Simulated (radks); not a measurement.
Results of a calculation; reference values are marked as such.
Initial-state core-level shifts of the bismuth ion Bi3+ when its valence configuration changes from [Hg]. Level of theory: Dirac Kohn-Sham, PBE, spin-unpolarised, spherical densities, point nucleus; open shells fill j = l - 1/2 first (a radial shooting solver on a logarithmic mesh with Libxc functionals). Shifts are changes of the shell-averaged eigenvalues in eV (positive: less bound).

valence                         2p       3s       4p       4d
[Xe] 4f12 5d10 6s2 6p2     -45.981  -51.087  -42.646  -41.366
[Xe] 4f14 5d8 6s2 6p2      -12.808  -12.625  -12.360  -12.351
[Xe] 4f13 5d8 6s2 6p3      -36.663  -38.937  -34.574  -33.922
[Xe] 4f14 5d10 6p2          -2.377   -2.421   -2.428   -2.425
[Xe] 4f14 5d9 6s1 6p2       -7.515   -7.455   -7.337   -7.331
[Xe] 4f13 5d10 6s2 6p1     -22.577  -25.092  -21.082  -20.446
[Xe] 4f12 5d8 6s2 6p4      -61.341  -66.143  -57.250  -55.945
[Xe] 4f14 5d9 6s2 6p1       -6.357   -6.275   -6.153   -6.150
[Xe] 4f12.5 5d8 6s1.5 6p4  -49.832  -53.368  -46.790  -45.810
